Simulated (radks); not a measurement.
Results of a calculation; reference values are marked as such.
The nuclear charge of the phosphorus ion P2+ is varied continuously with 13 electrons held in [Ne] 3s2 3p1. Code: a radial shooting solver on a logarithmic mesh with Libxc functionals. Model: non-relativistic Kohn-Sham, r2SCAN, spin-unpolarised, spherical densities, point nucleus; meta-GGA in the generalised Kohn-Sham scheme. By the Hellmann-Feynman theorem dE/dZ = E(electron-nucleus)/Z, the electronic potential at the nucleus.

| Z | E (hartree) | E(electron-nucleus)/Z (hartree) | HOMO | e(HOMO) (eV) | <r> HOMO (bohr) |
|---|---|---|---|---|---|
| 14 | -289.02082 | -48.8911 | 3p | -11.593 | 2.444 |
| 14.1 | -293.93178 | -49.3282 | 3p | -12.694 | 2.384 |
| 14.2 | -298.88645 | -49.7651 | 3p | -13.831 | 2.327 |
| 14.3 | -303.88480 | -50.2019 | 3p | -15.003 | 2.274 |
| 14.4 | -308.92682 | -50.6385 | 3p | -16.210 | 2.223 |
| 14.5 | -314.01249 | -51.0749 | 3p | -17.453 | 2.175 |
| 14.6 | -319.14180 | -51.5113 | 3p | -18.729 | 2.130 |
| 14.7 | -324.31474 | -51.9475 | 3p | -20.041 | 2.087 |
| 14.8 | -329.53129 | -52.3836 | 3p | -21.386 | 2.045 |
| 14.9 | -334.79145 | -52.8195 | 3p | -22.765 | 2.006 |
| 15 | -340.09520 | -53.2554 | 3p | -24.178 | 1.968 |
| 15.1 | -345.44253 | -53.6912 | 3p | -25.625 | 1.932 |
| 15.2 | -350.83343 | -54.1269 | 3p | -27.105 | 1.898 |
| 15.3 | -356.26790 | -54.5625 | 3p | -28.618 | 1.864 |
| 15.4 | -361.74593 | -54.9980 | 3p | -30.165 | 1.833 |
| 15.5 | -367.26750 | -55.4334 | 3p | -31.744 | 1.802 |
| 15.6 | -372.83261 | -55.8688 | 3p | -33.356 | 1.772 |
| 15.7 | -378.44125 | -56.3041 | 3p | -35.001 | 1.744 |
| 15.8 | -384.09342 | -56.7393 | 3p | -36.679 | 1.717 |
| 15.9 | -389.78911 | -57.1745 | 3p | -38.389 | 1.690 |
| 16 | -395.52831 | -57.6096 | 3p | -40.132 | 1.665 |

The central difference of E at Z = 15 is -53.255 hartree, to compare with the third column; the second derivative is -4.36 hartree.
